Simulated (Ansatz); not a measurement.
Reactions of `[SiH3]O[Si](Cl)(Cl)Cl`.

Calculated with Ansatz (gas phase, PBE0-D4/def2-TZVP geometries, no zero-point term in ΔE). CCSD(T)/CBS adds triple-zeta CCSD(T) − MP2 to the extrapolated MP2 energy (def2 sets, frozen cores). This one scheme is used for every species. DFT in def2-TZVPP. Elements past krypton have def2 core potentials. For Te outer-core shells are correlated without core-valence functions, which leaves a few kJ/mol of doubt a bond. Each species was taken in one conformer, which may not be the lowest.

| reaction | CCSD(T)/CBS(def2) (eV) |
| --- | --- |
| `[SiH3]O[Si](Cl)(Cl)Cl` + H–F → `F[SiH3]` + `O[Si](Cl)(Cl)Cl` | -0.20 |
| `[SiH3]O[Si](Cl)(Cl)Cl` + `NC(N)S` → `NC(S)N[SiH3]` + `O[Si](Cl)(Cl)Cl` | ? |
| `[SiH3]O[Si](Cl)(Cl)Cl` + H₂Te → `Cl[Si](Cl)(Cl)[TeH]` + silanol | 0.73 |
| `[SiH3]O[Si](Cl)(Cl)Cl` + `O=CB(F)F` → `FB(F)[Si](Cl)(Cl)Cl` + `O=CO[SiH3]` | 1.12 |

(1) Fill in the missing values. (Estimate.)

Largest T1 diagnostic: 0.016, for `O=CO[SiH3]`.

Answers

(1) Computed: `[SiH3]O[Si](Cl)(Cl)Cl` + `NC(N)S` → `NC(S)N[SiH3]` + `O[Si](Cl)(Cl)Cl`: +0.59 eV.
